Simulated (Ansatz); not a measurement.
Ansatz (an electronic-structure program) input (B3LYP-D3(BJ)/def2-TZVP):

Ansatz 0.2 input:
```yaml
crystal:
  periodic: [false, false, false]
  atoms:
    - {symbol: Lu, position_ang: [0.00865342, 0.00819691, 0.00197421]}
    - {symbol: Cl, position_ang: [2.24005733, -0.35630963, -0.64316112]}
    - {symbol: Cl, position_ang: [-0.81328644, -0.96171316, 1.98017669]}
    - {symbol: Cl, position_ang: [-1.38861087, 1.33761425, -1.34346340]}
basis:
  gaussian:
    orbitals: def2-TZVP
hamiltonian:
  xc: b3lyp
  dispersion: d3bj
magnetization: {spin_polarized: true, initial_magnetization: 2}
relax: {f_tol: 0.002, max_steps: 150}
```

Output:

```
Functional definition: B3LYP
integrals: 0.22 GiB planned
1628 factors; their error is unknown
mean field: 2.60 GiB planned
mean field evaluation 1: about -71212.8517 eV, gradient 2.4e1 eV
mean field evaluation 2: about -71211.2771 eV, gradient 5.8e1 eV
mean field evaluation 4: about -71213.9691 eV, gradient 8.0e-1 eV
mean field evaluation 8: about -71213.9735 eV, gradient 1.8e-1 eV
mean field evaluation 16: about -71214.1485 eV, gradient 4.3e-4 eV
mean field evaluation 32: about -71214.1485 eV, gradient 1.4e-5 eV
mean field evaluation 64: about -71213.9093 eV, gradient 1.1e-1 eV
mean field -71214.14851166 eV, -2617.0716871199 hartree, gradient 4.3e-6 eV, S^2 2.006371; 10 other end points of the search recorded, 0 dependent functions left out
the calculation of the forces begins
reference -71214.14878108 eV, -2617.0716970209 hartree; 48, 46 occupied and 159, 161 virtual orbitals, 1628 factors
relax step   1: F+E_penalty+E_count = -71214.39311074 eV  Δ(F+E_penalty+E_count) = +0.000e0 eV  max|allowed force component| = 1.619e0 eV/Å  Δτ_max = 0.0000 Å  (376 SCF iters, accepted)
these checks for a lower state are left out or cut short: starts, cluster_reference, orbital_swaps, neighbouring_geometries, increment
integrals: 0.21 GiB planned
1628 factors; their error is unknown
mean field: 2.56 GiB planned
mean field evaluation 96: about -71214.5004 eV, gradient 1.7e-1 eV
mean field -71214.50044974 eV, -2617.0846206057 hartree, gradient 9.6e-6 eV, S^2 2.006749; 0 other end points of the search recorded, 0 dependent functions left out
the calculation of the forces begins
reference -71214.50072585 eV, -2617.0846307526 hartree; 48, 46 occupied and 159, 161 virtual orbitals, 1628 factors
relax step   2: F+E_penalty+E_count = -71214.72805231 eV  Δ(F+E_penalty+E_count) = -3.349e-1 eV  max|allowed force component| = 7.277e-2 eV/Å  Δτ_max = 0.1540 Å  (83 SCF iters, accepted)
these checks for a lower state are left out or cut short: starts, cluster_reference, orbital_swaps, neighbouring_geometries, increment
integrals: 0.21 GiB planned
1628 factors; their error is unknown
mean field: 2.57 GiB planned
mean field -71214.50064314 eV, -2617.0846277131 hartree, gradient 7.4e-6 eV, S^2 2.006729; 0 other end points of the search recorded, 0 dependent functions left out
the calculation of the forces begins
reference -71214.50091892 eV, -2617.0846378479 hartree; 48, 46 occupied and 159, 161 virtual orbitals, 1628 factors
relax step   3: F+E_penalty+E_count = -71214.72912442 eV  Δ(F+E_penalty+E_count) = -1.072e-3 eV  max|allowed force component| = 3.331e-3 eV/Å  Δτ_max = 0.0093 Å  (77 SCF iters, accepted)
these checks for a lower state are left out or cut short: starts, cluster_reference, orbital_swaps, neighbouring_geometries, increment
integrals: 0.21 GiB planned
1628 factors; their error is unknown
mean field: 2.56 GiB planned
mean field evaluation 128: about -71214.5006 eV, gradient 2.2e-5 eV
mean field -71214.50062453 eV, -2617.0846270291 hartree, gradient 4.5e-6 eV, S^2 2.006728; 0 other end points of the search recorded, 0 dependent functions left out
the calculation of the forces begins
reference -71214.50090030 eV, -2617.0846371637 hartree; 48, 46 occupied and 159, 161 virtual orbitals, 1628 factors
relax step   4: F+E_penalty+E_count = -71214.72915179 eV  Δ(F+E_penalty+E_count) = -2.737e-5 eV  max|allowed force component| = 2.687e-3 eV/Å  Δτ_max = 0.0056 Å  (75 SCF iters, accepted)
these checks for a lower state are left out or cut short: starts, cluster_reference, orbital_swaps, neighbouring_geometries, increment
integrals: 0.21 GiB planned
1628 factors; their error is unknown
mean field: 2.57 GiB planned
mean field -71214.50070134 eV, -2617.0846298520 hartree, gradient 7.8e-6 eV, S^2 2.006728; 0 other end points of the search recorded, 0 dependent functions left out
the calculation of the forces begins
reference -71214.50097714 eV, -2617.0846399873 hartree; 48, 46 occupied and 159, 161 virtual orbitals, 1628 factors
relax step   5: F+E_penalty+E_count = -71214.72920049 eV  Δ(F+E_penalty+E_count) = -4.870e-5 eV  max|allowed force component| = 5.100e-3 eV/Å  Δτ_max = 0.0070 Å  (75 SCF iters, accepted)
these checks for a lower state are left out or cut short: starts, cluster_reference, orbital_swaps, neighbouring_geometries, increment
[...]
relax step  12: F+E_penalty+E_count = -71214.73746470 eV  Δ(F+E_penalty+E_count) = -2.740e-3 eV  max|allowed force component| = 6.473e-2 eV/Å  Δτ_max = 0.0296 Å  (78 SCF iters, accepted)
these checks for a lower state are left out or cut short: starts, cluster_reference, orbital_swaps, neighbouring_geometries, increment
integrals: 0.21 GiB planned
1628 factors; their error is unknown
mean field: 2.60 GiB planned
mean field -71214.52705127 eV, -2617.0855981940 hartree, gradient 3.8e-6 eV, S^2 2.006563; 0 other end points of the search recorded, 0 dependent functions left out
the calculation of the forces begins
reference -71214.52732583 eV, -2617.0856082840 hartree; 48, 46 occupied and 159, 161 virtual orbitals, 1628 factors
relax step  13: F+E_penalty+E_count = -71214.75978604 eV  Δ(F+E_penalty+E_count) = -2.232e-2 eV  max|allowed force component| = 1.418e-1 eV/Å  Δτ_max = 0.1279 Å  (90 SCF iters, accepted)
these checks for a lower state are left out or cut short: starts, cluster_reference, orbital_swaps, neighbouring_geometries, increment
integrals: 0.21 GiB planned
1628 factors; their error is unknown
mean field: 2.56 GiB planned
mean field -71214.60613466 eV, -2617.0885044549 hartree, gradient 1.0e-5 eV, S^2 2.006234; 0 other end points of the search recorded, 0 dependent functions left out
the calculation of the forces begins
reference -71214.60640750 eV, -2617.0885144818 hartree; 48, 46 occupied and 159, 161 virtual orbitals, 1628 factors
relax step  14: F+E_penalty+E_count = -71214.84431024 eV  Δ(F+E_penalty+E_count) = -8.452e-2 eV  max|allowed force component| = 2.890e-1 eV/Å  Δτ_max = 0.1949 Å  (63 SCF iters, accepted)
these checks for a lower state are left out or cut short: starts, cluster_reference, orbital_swaps, neighbouring_geometries, increment
integrals: 0.21 GiB planned
1628 factors; their error is unknown
mean field: 2.56 GiB planned
mean field evaluation 256: about -71214.5646 eV, gradient 5.6e-1 eV
mean field -71214.77163161 eV, -2617.0945863559 hartree, gradient 1.6e-5 eV, S^2 2.005906; 0 other end points of the search recorded, 0 dependent functions left out
the calculation of the forces begins
reference -71214.77190127 eV, -2617.0945962655 hartree; 48, 46 occupied and 159, 161 virtual orbitals, 1628 factors
relax step  15: F+E_penalty+E_count = -71215.01687286 eV  Δ(F+E_penalty+E_count) = -1.726e-1 eV  max|allowed force component| = 5.026e-1 eV/Å  Δτ_max = 0.1950 Å  (63 SCF iters, accepted)
these checks for a lower state are left out or cut short: starts, cluster_reference, orbital_swaps, neighbouring_geometries, increment
integrals: 0.21 GiB planned
1628 factors; their error is unknown
mean field: 2.56 GiB planned
mean field -71214.95002979 eV, -2617.1011423678 hartree, gradient 8.5e-6 eV, S^2 2.005116; 0 other end points of the search recorded, 0 dependent functions left out
the calculation of the forces begins
reference -71214.95029573 eV, -2617.1011521410 hartree; 48, 46 occupied and 159, 161 virtual orbitals, 1628 factors
relax step  16: F+E_penalty+E_count = -71215.20147762 eV  Δ(F+E_penalty+E_count) = -1.846e-1 eV  max|allowed force component| = 3.002e-1 eV/Å  Δτ_max = 0.1949 Å  (47 SCF iters, accepted)
these checks for a lower state are left out or cut short: starts, cluster_reference, orbital_swaps, neighbouring_geometries, increment
integrals: 0.21 GiB planned
1628 factors; their error is unknown
mean field: 2.56 GiB planned
mean field -71214.96526011 eV, -2617.1017020718 hartree, gradient 1.7e-5 eV, S^2 2.004994; 0 other end points of the search recorded, 0 dependent functions left out
the calculation of the forces begins
reference -71214.96552564 eV, -2617.1017118300 hartree; 48, 46 occupied and 159, 161 virtual orbitals, 1628 factors
relax step  17: F+E_penalty+E_count = -71215.21698285 eV  Δ(F+E_penalty+E_count) = -1.551e-2 eV  max|allowed force component| = 2.329e-1 eV/Å  Δτ_max = 0.0406 Å  (44 SCF iters, accepted)
these checks for a lower state are left out or cut short: starts, cluster_reference, orbital_swaps, neighbouring_geometries, increment
integrals: 0.21 GiB planned
1628 factors; their error is unknown
mean field: 2.56 GiB planned
mean field -71214.97622749 eV, -2617.1021051155 hartree, gradient 1.7e-5 eV, S^2 2.004652; 0 other end points of the search recorded, 0 dependent functions left out
the calculation of the forces begins
reference -71214.97649156 eV, -2617.1021148201 hartree; 48, 46 occupied and 159, 161 virtual orbitals, 1628 factors
relax step  18: F+E_penalty+E_count = -71215.22935046 eV  Δ(F+E_penalty+E_count) = -1.237e-2 eV  max|allowed force component| = 1.155e-1 eV/Å  Δτ_max = 0.0846 Å  (43 SCF iters, accepted)
these checks for a lower state are left out or cut short: starts, cluster_reference, orbital_swaps, neighbouring_geometries, increment
integrals: 0.21 GiB planned
1628 factors; their error is unknown
mean field: 2.56 GiB planned
mean field evaluation 288: about -71214.7972 eV, gradient 1.8e0 eV
mean field -71214.97757716 eV, -2617.1021547152 hartree, gradient 2.1e-5 eV, S^2 2.004748; 0 other end points of the search recorded, 0 dependent functions left out
the calculation of the forces begins
reference -71214.97784171 eV, -2617.1021644373 hartree; 48, 46 occupied and 159, 161 virtual orbitals, 1628 factors
relax step  19: F+E_penalty+E_count = -71215.23000348 eV  Δ(F+E_penalty+E_count) = -6.530e-4 eV  max|allowed force component| = 1.683e-1 eV/Å  Δτ_max = 0.0211 Å  (44 SCF iters, accepted)
these checks for a lower state are left out or cut short: starts, cluster_reference, orbital_swaps, neighbouring_geometries, increment
integrals: 0.21 GiB planned
1628 factors; their error is unknown
mean field: 2.56 GiB planned
mean field -71214.97888305 eV, -2617.1022027057 hartree, gradient 2.6e-5 eV, S^2 2.004747; 0 other end points of the search recorded, 0 dependent functions left out
the calculation of the forces begins
reference -71214.97914750 eV, -2617.1022124241 hartree; 48, 46 occupied and 159, 161 virtual orbitals, 1628 factors
relax step  20: F+E_penalty+E_count = -71215.23167542 eV  Δ(F+E_penalty+E_count) = -1.672e-3 eV  max|allowed force component| = 1.526e-2 eV/Å  Δτ_max = 0.0143 Å  (43 SCF iters, accepted)
these checks for a lower state are left out or cut short: starts, cluster_reference, orbital_swaps, neighbouring_geometries, increment
integrals: 0.21 GiB planned
1628 factors; their error is unknown
mean field: 2.56 GiB planned
mean field -71214.97894965 eV, -2617.1022051531 hartree, gradient 2.6e-5 eV, S^2 2.004743; 0 other end points of the search recorded, 0 dependent functions left out
the calculation of the forces begins
reference -71214.97921408 eV, -2617.1022148707 hartree; 48, 46 occupied and 159, 161 virtual orbitals, 1628 factors
relax step  21: F+E_penalty+E_count = -71215.23170943 eV  Δ(F+E_penalty+E_count) = -3.401e-5 eV  max|allowed force component| = 6.270e-4 eV/Å  Δτ_max = 0.0054 Å  (42 SCF iters, accepted)
these checks for a lower state are left out or cut short: starts, cluster_reference, orbital_swaps, neighbouring_geometries, increment
integrals: 0.21 GiB planned
1628 factors; their error is unknown
mean field: 2.56 GiB planned
mean field -71214.97896003 eV, -2617.1022055347 hartree, gradient 2.5e-5 eV, S^2 2.004743; 0 other end points of the search recorded, 0 dependent functions left out
the calculation of the forces begins
reference -71214.97922445 eV, -2617.1022152518 hartree; 48, 46 occupied and 159, 161 virtual orbitals, 1628 factors
relax step  22: F+E_penalty+E_count = -71215.23171298 eV  Δ(F+E_penalty+E_count) = -3.552e-6 eV  max|allowed force component| = 2.016e-3 eV/Å  Δτ_max = 0.0034 Å  (43 SCF iters, accepted)
these checks for a lower state are left out or cut short: starts, cluster_reference, orbital_swaps, neighbouring_geometries, increment
integrals: 0.21 GiB planned
1628 factors; their error is unknown
mean field: 2.56 GiB planned
mean field evaluation 320: about -71214.9777 eV, gradient 1.4e-4 eV
mean field -71214.97773335 eV, -2617.1021604549 hartree, gradient 2.7e-5 eV, S^2 2.004744; 0 other end points of the search recorded, 0 dependent functions left out
the calculation of the forces begins
reference -71214.97799771 eV, -2617.1021701700 hartree; 48, 46 occupied and 159, 161 virtual orbitals, 1628 factors
relax step  23: F+E_penalty+E_count = -71215.23074414 eV  Δ(F+E_penalty+E_count) = +9.688e-4 eV  max|allowed force component| = 8.767e-2 eV/Å  Δτ_max = 0.0102 Å  (43 SCF iters, rejected (line search))
these checks for a lower state are left out or cut short: starts, cluster_reference, orbital_swaps, neighbouring_geometries, increment
integrals: 0.21 GiB planned
1628 factors; their error is unknown
mean field: 2.56 GiB planned
mean field -71214.97895736 eV, -2617.1022054363 hartree, gradient 4.0e-5 eV, S^2 2.004743; 0 other end points of the search recorded, 0 dependent functions left out
the calculation of the forces begins
reference -71214.97922177 eV, -2617.1022151533 hartree; 48, 46 occupied and 159, 161 virtual orbitals, 1628 factors
relax step  24: F+E_penalty+E_count = -71215.23171399 eV  Δ(F+E_penalty+E_count) = -1.009e-6 eV  max|allowed force component| = 8.641e-5 eV/Å  Δτ_max = 0.0011 Å  (31 SCF iters, accepted)
integrals: 0.21 GiB planned
1628 factors; their error is unknown
mean field: 2.56 GiB planned
mean field evaluation 352: about -71214.1154 eV, gradient 5.3e0 eV
mean field -71214.97895736 eV, -2617.1022054363 hartree, gradient 4.0e-5 eV, S^2 2.004743; 5 other end points of the search recorded, 0 dependent functions left out
the calculation of the forces begins
reference -71214.97922177 eV, -2617.1022151533 hartree; 48, 46 occupied and 159, 161 virtual orbitals, 1628 factors
Total energy: -71215.23197840 eV, -2617.1115037883 hartree
Atom 0 at    -0.164623    -0.204058     0.428268 Å, force     0.000069    -0.000056     0.000060 eV/Å
Atom 1 at     1.800455     0.163991    -1.224394 Å, force     0.000046     0.000037    -0.000086 eV/Å
Atom 2 at    -0.985020    -1.201283     2.453115 Å, force    -0.000081     0.000045    -0.000032 eV/Å
Atom 3 at    -0.603999     1.269137    -1.661463 Å, force    -0.000034    -0.000027     0.000058 eV/Å
Dipole moment:     0.085604     0.105425    -0.213544 e Å
```

The spin state was set by rule; other spins were not relaxed.
